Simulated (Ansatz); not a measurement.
C3H9Bi⁺, that is BiMe3 with one electron fewer. The state is a doublet with charge 1. Geometry PBE0-D4/def2-SVP; atoms count from 1.

| atom | x (Å) | y (Å) | z (Å) |
| --- | --- | --- | --- |
| Bi1 | -0.506 | -0.477 | -0.474 |
| C2 | 0.124 | -1.561 | 1.389 |
| H3 | -0.778 | -1.834 | 1.950 |
| H4 | 0.746 | -0.847 | 1.950 |
| H5 | 0.698 | -2.448 | 1.092 |
| C6 | -1.529 | 1.421 | 0.156 |
| H7 | -0.789 | 1.969 | 0.758 |
| H8 | -2.412 | 1.154 | 0.751 |
| H9 | -1.805 | 1.978 | -0.747 |
| C10 | 1.357 | 0.095 | -1.591 |
| H11 | 1.064 | 0.698 | -2.459 |
| H12 | 1.871 | -0.825 | -1.896 |
| H13 | 1.961 | 0.677 | -0.879 |

In the def2 sets Bi takes a core potential; there is no spin–orbit coupling.

Estimate the Mulliken populations from the PBE0/def2-TZVP orbitals of Ansatz.


| atom | charge (e) | spin (α − β) |
| --- | --- | --- |
| Bi1 | 0.82 | 0.64 |
| C2 | -0.52 | 0.11 |
| H3 | 0.20 | 0.00 |
| H4 | 0.19 | 0.02 |
| H5 | 0.20 | 0.00 |
| C6 | -0.52 | 0.11 |
| H7 | 0.19 | 0.02 |
| H8 | 0.20 | 0.00 |
| H9 | 0.20 | 0.00 |
| C10 | -0.52 | 0.11 |
| H11 | 0.20 | 0.00 |
| H12 | 0.20 | 0.00 |
| H13 | 0.19 | 0.02 |
Mulliken values and Mayer orders depend strongly on the basis.

Where does the spin sit?

Summed by element: Bi 0.64, C 0.33, H 0.03, of 1 unpaired in all. Largest on single atoms: Bi1 0.64, C10 0.11, C6 0.11.

And the Mayer bond orders between bonded heavy atoms (over 0.3)?

Bi1–C2 0.92 (2.25 Å); Bi1–C6 0.92 (2.25 Å); Bi1–C10 0.92 (2.25 Å).
